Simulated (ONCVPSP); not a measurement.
Before and after: ONCV potential for arsenic (As)

As, optimised norm-conserving Vanderbilt (ONCV), made with ONCVPSP 4.0.1 (PBEsol, scalar-relativistic). Core [Ar] 3d10, reference 4s1.75 4p3.25. Waves: 4s: rc 1.70 bohr, ncon 5, nbas 8, qcut 4.5 1/bohr, 1 projector; 4p: rc 1.85 bohr, ncon 5, nbas 9, qcut 5 1/bohr, 2 projectors, debl 3.2 Ha; d scattering state at 0.4 Ha: rc 2.00 bohr, ncon 3, nbas 7, qcut 4.2 1/bohr, 1 projector. Local part: polynomial inside 1.40 bohr (lpopt 2, dvloc0 4 Ha). Core correction: none.

All-electron outer shells of the reference configuration (PBEsol, scalar-relativistic, ld1.x):

| shell | level (eV) | outermost node (bohr) | outermost maximum (bohr) |
| --- | --- | --- | --- |
| 3p | -133.90 | 0.22 | 0.52 |
| 3d | -41.06 | – | 0.47 |
| 4s | -14.73 | 0.73 | 1.61 |
| 4p | -5.36 | 0.78 | 1.97 |

Change: s: qcut 3.8; p: qcut 4.3; d: qcut 3.6.

Cutoffs: the cutoffs (Ha) at which the residual kinetic energy of the hardest occupied pseudo-wave falls to 1 and 0.1 mHa per electron; they do not see the model core or the augmentation charge, which bear on the density cutoff. Errors are all-electron minus pseudo energies relative to the spin-unpolarised reference configuration.

Question: How do hardness, ghosts and transferability respond?

Answer: The potential gets harder (10 Ha and 24 Ha → 20 Ha and 46 Ha); the errors of the 4 common tests hardly move; neither file shows a bound ghost.

| quantity | base | changed |
| --- | --- | --- |
| cutoff, loose | 10 Ha | 20 Ha |
| cutoff, tight | 24 Ha | 46 Ha |
| loose cutoff by channel | s 10 Ha, p 8.9 Ha | s 20 Ha, p 8.4 Ha |
| bound ghosts | none | none |
| GHOST(+) flags under 300 eV | none | none |
| error for 4s2 4p3, meV [ΔE -2.33 eV] | +0.5 | +0.5 |
| error for 4s2 4p2, meV [ΔE 6.82 eV] | -5.2 | -5.2 |
| error for 4s2 4p1, meV [ΔE 24.77 eV] | -27 | -27 |
| error for 4s0 4p5, meV [ΔE 16.74 eV] | +16 | +15 |
| s: phases at 1.72 bohr within 0.05 rad from the reference energy up to (Ha; the scan ends near 5) | 2.4 | 2.2 |
| p: phases at 1.87 bohr within 0.05 rad from the reference energy up to (Ha; the scan ends near 5) | 4.6 | 4.6 |
| d: phases at 2.02 bohr within 0.05 rad from the reference energy up to (Ha; the scan ends near 5) | 4.7 | 4.8 |
